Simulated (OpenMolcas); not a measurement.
Pd3+ with 6 ligands (fluoride) in octahedral coordination (Oh). A charge of +0.5 e stands 2.6 Å behind each ligand. Ligand basis ANO-RCC-VDZP.

```yaml
Program: OpenMolcas
Method: CASSCF
Basis: ANO-RCC-VDZP [6s5p3d1f]
Scalar_Hamiltonian: DKH2, point nucleus
Active_space: 7 electrons in 5 orbitals (4d)
State_averaging: 2S+1 = 4 even, 10 roots; 2S+1 = 2 even, 40 roots
Spin-orbit_coupling: state interaction with AMFI integrals over the reference wave functions
```

All ligands move together. At R = 2 Å |10Dq| is 18940 cm-1, and at R = 2.07 Å it is 16132 cm-1.

Task: A third run gives 13775 cm-1. What distance was it run at?

Result: With a power law R^-n the two known points give n = -ln(16132 / 18940) / ln(2.07 / 2) = 4.66. Then R = 2 × (18940 / 13775)^(1/4.66) = 2.141 Å. The run was at 2.14 Å, so the estimate is off by +0.001 Å.

Without dynamic correlation the repulsion within the d shell is too large (B by tens of per cent), so at a given field states of lower spin stand too high. With metal d orbitals alone the field can be off either way by tens of per cent. Ligand-to-metal charge-transfer states are missing. With no ligand orbital active B as a rule stays too high, so bands that hang on it stand too high and its fall with covalency is understated. An orbital doublet at a regular site is open to a Jahn-Teller distortion, which this geometry leaves out (holds for R = 2). This shell can be high or low spin here, a state of another spin lies low, and with metal d orbitals alone active their balance is uncertain, so the ground spin may be wrong, although the usual error favours high spin (holds for R = 2). The least metal-like active orbital is 78 % on the metal (Löwdin) and no ligand orbital is active, so the numbers are rough (holds for R = 2). An orbital triplet at a regular site is open to Jahn-Teller coupling, which can distort the site and quench the lowest spin-orbit gaps and is left out (holds for R = 2.07; R = 2.14). This shell can be high or low spin here, a state of another spin lies low, and with metal d orbitals alone active their balance is uncertain, so the ground spin may be wrong (holds for R = 2.07; R = 2.14). The least metal-like active orbital is 82 % on the metal (Löwdin) and no ligand orbital is active, so the numbers are rough (holds for R = 2.07). The least metal-like active orbital is 83 % on the metal (Löwdin) and no ligand orbital is active, so the numbers are rough (holds for R = 2.14). No measured value stands beside these numbers; the geometry was imposed, not optimised, and the real ion may take another.
